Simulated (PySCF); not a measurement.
Two species compared at the same levels of theory.

First species: C8H14Si.
InChI=1S/C8H14Si/c1-3-5-7-8(9)6-4-2/h2,7H,3,5-6H2,1,9H3/b8-7+

Second species: C6H9NOSi.
SMILES: `N[SiH2]Oc1ccccc1`

Levels: PBE0/pcSseg-1 for dipole moment, HOMO energy, LUMO energy and HOMO–LUMO gap; GFN2-xTB for rotational constant A and rotational constant C. Geometries: GFN2-xTB. Each structure is a single optimised conformer of the isolated species, non-relativistic unless stated; the electronic structure was computed with PySCF and density fitting.

The conformers computed, where there is a choice (atom-mapped SMILES and torsion angles):
- `[CH:1]#[C:2][CH2:3]/[C:4]([SiH3:5])=[CH:6]\[CH2:7][CH2:8][CH3:9]`: C2–C3–C4–Si5 107°, C4–C6–C7–C8 -117°, C6–C7–C8–C9 67°
- `[NH2:1][SiH2:2][O:3][c:4]1[cH:5][cH:6][cH:7][cH:8][cH:9]1`: N1–Si2–O3–C4 -58°, Si2–O3–C4–C5 4°, H–N1–Si2–O3 -40°, H–N1–Si2–O3 -177°

Which of the two has the higher dipole moment, and by how much?

The second: 1.78 D against 1.11 D, a difference of 0.67 D.

Which has the higher rotational constant A?

The second: 3.601 GHz against 1.424 GHz, a difference of 2.177 GHz.

Which of the two has the higher rotational constant C, and by how much?

The second: 0.694 GHz against 0.660 GHz, a difference of 0.034 GHz.

Which has the higher HOMO energy?

The second: -6.60 eV against -7.23 eV, a difference of 0.63 eV.

Which has the higher LUMO energy?

The second: -0.12 eV against -0.21 eV, a difference of 0.09 eV.

Which of the two has the higher HOMO–LUMO gap, and by how much?

The first: 7.02 eV against 6.48 eV, a difference of 0.54 eV.

On the first: In atomic units the dipole is 0.44 e·bohr (1 au = 2.5417 D). A dipole of 1.11 D is allowed in C1, and pure rotational transitions are dipole-allowed.

On the second: The dipole matches unit charges of opposite sign 0.37 Å apart (1 e·Å = 4.8032 D).
